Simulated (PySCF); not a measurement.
Gas-phase reaction: 2 TaCl5 + N2 + 4 H ⇌ 2 TaCl4NH2 + 2 Cl

Method: PySCF energies plus ideal-gas RRHO corrections (1 bar). † marks an energy on the PBE0/def2-TZVP geometry and frequencies; other levels use their own. MP2 freezes the core. Open shells (unrestricted): H (multiplicity 2), Cl (multiplicity 2, electronic degeneracy 6); the rest are closed-shell singlets. Spin-orbit splitting is ignored; it lowers the true energy and changes the entropy of Cl. B3LYP is the form with VWN-RPA correlation. Ta: scalar-relativistic def2 core potential, no spin-orbit coupling. TaCl4NH2: computed as isolated molecules; such fragments, hydroxides, amides, oligomers or adducts are transient or little studied in the gas. MP2 isn't extrapolated to the basis-set limit; its ΔH°(298 K) is -406.4 kJ in def2-SVP and -429.0 kJ in def2-TZVPP. The harmonic model lacks anharmonicity and excited electronic states, which grow with temperature; levels with a mode under 35 cm⁻¹ are left out. Soft modes under 120 cm⁻¹ make the harmonic entropy rough for TaCl5, TaCl4NH2.

```
level              ΔE electronic, kJ  ΔH°(298 K), kJ  ΔS°(298 K), J/K  ΔG°(800 K), kJ
-----------------  -----------------  --------------  ---------------  --------------
B3LYP/def2-TZVP†                -615            -520             -303            -267
HF/def2-TZVP†                   -513            -418             -303            -165
M06-2X/def2-TZVP†               -601            -506             -303            -253
MP2/def2-SVP†                   -502            -406             -303            -153
PBE/def2-TZVP†                  -543            -448             -303            -195
PBE0/def2-QZVP†                 -592            -497             -303            -244
PBE0/def2-SVP†                  -584            -489             -303            -236
PBE0/def2-TZVP                  -582            -487             -303            -234
r2SCAN/def2-TZVP†               -584            -489             -303            -236
```
ΔH° is lowest at B3LYP/def2-TZVP† and highest at MP2/def2-SVP†. No reference value is set beside these.
